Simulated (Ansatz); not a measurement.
Basis-set extrapolation for C$_{5}$H$_{12}$O$_{2}$S (`CCCCS(C)(=O)=O`) (PBE0-D4/def2-TZVP geometry, frozen core, the Gaussian-basis code of Ansatz). Multiplicity 1, RHF reference.

```json
{"": "HF", "def2-TZVPP": "-743.712322", "def2-QZVPP": "-743.742303"}
{"": "MP2 correlation", "def2-TZVPP": "-1.543402", "def2-QZVPP": "-1.655208"}
{"": "CCSD(T) correlation", "def2-TZVPP": "-1.666383", "def2-QZVPP": "not run"}
```

Energies in hartree. Use E(X) = E(∞) + A·exp(−7.88·√X) for Hartree–Fock and E(X) = E(∞) + B·X^(−2.97) for correlation, with X = 3 and 4, and add CCSD(T) minus MP2 of the smaller set to the MP2 limit.

Problem. What is the CCSD(T) energy at the basis-set limit?

Solution. HF limit: -743.742303 + (-0.029981) × 0.13774 = -743.74643. MP2 limit: -1.655208 + (-0.111806) × 0.74074 = -1.73803. Higher-order term: -1.666383 − (-1.543402) = -0.12298. Total: -745.60744 hartree, 600.5 kJ/mol below CCSD(T)/def2-TZVPP.
